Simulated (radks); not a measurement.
The gold ion Au3+, 76 electrons, occupied as [Xe] 4f14 5d8.

All-electron calculation, scalar-relativistic Kohn-Sham, PBE, spin-polarised, spherical densities, point nucleus; open shells are filled with parallel spins first (spin-orbit coupling, left out, can overturn this in heavy ions). Program: a radial shooting solver on a logarithmic mesh with Libxc functionals.

Energy parts (eV):
| part | energy |
|---|---|
| total | -517275.60 |
| kinetic | 578939.94 |
| electron-nucleus | -1284567.35 |
| Hartree | 198178.81 |
| exchange-correlation | -9826.99 |

Orbitals (lengths in bohr, moments of r in powers of bohr; r(max) is where P^2 peaks; r(90%) holds 90 % of the orbital's charge):
| orbital | occ. | eigenvalue (eV) | r(max) | <1/r> | <r^4> | r(90%) |
|---|---|---|---|---|---|---|
| 1s up | 1 | -80825.31 | 0.01041 | 95.83 | 4.241e-07 | 0.0308 |
| 1s down | 1 | -80825.31 | 0.01041 | 95.83 | 4.241e-07 | 0.0308 |
| 2s up | 1 | -14290.74 | 0.06016 | 22.46 | 0.00006219 | 0.110 |
| 2s down | 1 | -14290.58 | 0.06016 | 22.46 | 0.00006219 | 0.110 |
| 2p up | 3 | -12357.23 | 0.04981 | 19.97 | 0.00005052 | 0.105 |
| 2p down | 3 | -12357.10 | 0.04981 | 19.97 | 0.00005052 | 0.105 |
| 3s up | 1 | -3400.962 | 0.1696 | 8.326 | 0.002249 | 0.270 |
| 3s down | 1 | -3400.902 | 0.1696 | 8.326 | 0.002249 | 0.270 |
| 3p up | 3 | -2840.271 | 0.1690 | 7.592 | 0.002474 | 0.277 |
| 3p down | 3 | -2840.203 | 0.1690 | 7.592 | 0.002474 | 0.277 |
| 3d up | 5 | -2242.025 | 0.1376 | 7.145 | 0.001902 | 0.260 |
| 3d down | 5 | -2241.908 | 0.1376 | 7.145 | 0.001902 | 0.260 |
| 4s up | 1 | -766.9031 | 0.3826 | 3.568 | 0.05042 | 0.583 |
| 4s down | 1 | -766.7477 | 0.3826 | 3.568 | 0.05042 | 0.583 |
| 4p up | 3 | -583.0825 | 0.4028 | 3.221 | 0.06750 | 0.629 |
| 4p down | 3 | -582.9389 | 0.4028 | 3.221 | 0.06747 | 0.629 |
| 4d up | 5 | -362.5794 | 0.4103 | 2.886 | 0.09354 | 0.684 |
| 4d down | 5 | -362.4128 | 0.4103 | 2.887 | 0.09337 | 0.683 |
| 4f up | 7 | -117.8116 | 0.3755 | 2.462 | 0.1866 | 0.801 |
| 4f down | 7 | -117.5726 | 0.3755 | 2.464 | 0.1843 | 0.799 |
| 5s up | 1 | -145.1407 | 0.8480 | 1.463 | 1.331 | 1.32 |
| 5s down | 1 | -144.0677 | 0.8464 | 1.467 | 1.319 | 1.32 |
| 5p up | 3 | -96.2847 | 0.9517 | 1.246 | 2.431 | 1.54 |
| 5p down | 3 | -94.9628 | 0.9495 | 1.250 | 2.417 | 1.54 |
| 5d up | 5 | -41.3017 | 1.186 | 0.9073 | 9.353 | 2.16 |
| 5d down | 3 | -39.8354 | 1.183 | 0.9053 | 9.685 | 2.18 |

The highest occupied level is 5d down at -39.835 eV. Summed over all electrons, <r^2> = 37.54 bohr^2, which gives a Langevin (diamagnetic) susceptibility term of -29.7 x 10^-6 cm^3/mol. For comparison, the ionisation energy in NIST's Atomic Spectra Database is 45 eV (theoretical). In exact Kohn-Sham theory the highest level is minus the ionisation energy, but local and semilocal functionals leave it too shallow, through self-interaction and a potential that decays too fast; potentials with the right tail come closer.
